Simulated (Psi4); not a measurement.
BrZn, doublet, at a GFN2-xTB geometry (such geometries of metal compounds can be far from the true shape) (the spin is typed, not shown lowest).

Here is a job for Psi4.
```
memory 2 GB

molecule mol {
0 2
Zn   -0.000000   -0.000000   -1.315299
Br    0.000000    0.000000    1.127399
}

set {
  basis pcseg-2
  reference uks
}

energy('blyp')
print_variables()
```

Q: Give the <S^2> at the level BLYP/pcseg-2 (Psi4 1.11).

A: 0.752

Q: What dipole moment does BLYP/pcseg-2 give?

A: 3.25 D

These values belong to the state on which the SCF converged, which isn't shown to be the lowest.
